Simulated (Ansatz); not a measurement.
Process, species as SMILES: N#P (N-P) + H+ → [NH+]#P
B3LYP-D3(BJ)/def2-TZVP geometries, fixed; electronic energies without zero-point terms; positive where energy is released.
Largest species:
```xyz
3

N      0.0000     0.0000    -0.9047
P      0.0000     0.0000     0.5502
H      0.0000     0.0000    -1.9194
```
Charge +1, spin multiplicity 1.

Basis-set convergence of the proton affinity at CCSD(T) with Ansatz (a program for electronic structure). Cartesian d functions, on some or all atoms, in 6-31+G*; all else is spherical. Cores are frozen. A restricted Hartree-Fock determinant is unstable towards unrestricted orbitals. The proton sits at the site shown, which need not be the one that binds it best. No added dispersion term, no relativity. Functions are those of the species that has most. Reference: Hartree-Fock in aug-cc-pV(Q+d)Z plus the correlation part extrapolated as X^-3 from aug-cc-pV(T+d)Z and aug-cc-pV(Q+d)Z, 195.44 kcal/mol, itself unsure by roughly 0.17 kcal/mol (a third of the extrapolation step and of the last Hartree-Fock step). Deviations are taken from unrounded values.

```tsv
basis	functions	proton affinity (kcal/mol)	minus reference (kcal/mol)
def2-SV(P)	34	192.95	-2.49
6-31+G*	44	191.67	-3.77
6-311++G(2d,2p)	72	196.07	0.63
pcseg-2	78	198.77	3.33
def2-TZVPP	87	196.81	1.37
def2-TZVPD	89	194.35	-1.09
def2-TZVPPD	102	196.00	0.56
pcseg-3	157	196.77	1.33
aug-cc-pV(Q+d)Z	215	195.62	0.18
```
